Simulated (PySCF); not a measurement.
A run for PySCF: R-MP2/6-31G* on GeH6O (a complex), monomers drawn apart or pushed together.

```python
from pyscf import gto, scf, dft, mp
from pyscf.data.elements import chemcore

mol = gto.M(
    atom='''
    O     0.26205478   -0.12402169    0.40074233
    H    -0.65296147    0.03343400    0.14498794
    H     0.70210854    0.72734177    0.30543592
    Ge   -0.32744252   -0.04083646    4.94652951
    H    -0.55736877    0.04298784    6.46808965
    H    -0.75715770    1.29718215    4.32329775
    H    -1.18053446   -1.18037292    4.37662548
    H     1.16067302   -0.29109151    4.67815014
    ''',
    basis='6-31g*',
    cart=True,
    charge=0, spin=0, verbose=3, max_memory=1800)
mf = scf.RHF(mol)
mf.conv_tol = 1e-8
mf.max_cycle = 100
mf.kernel()
if not mf.converged:
    mf = mf.newton().run(mf.mo_coeff, mf.mo_occ)
pt = mp.MP2(mf, frozen=chemcore(mol)).run()
```

Problem. Predict the final total energy.

Solution. -2153.8362 hartree.
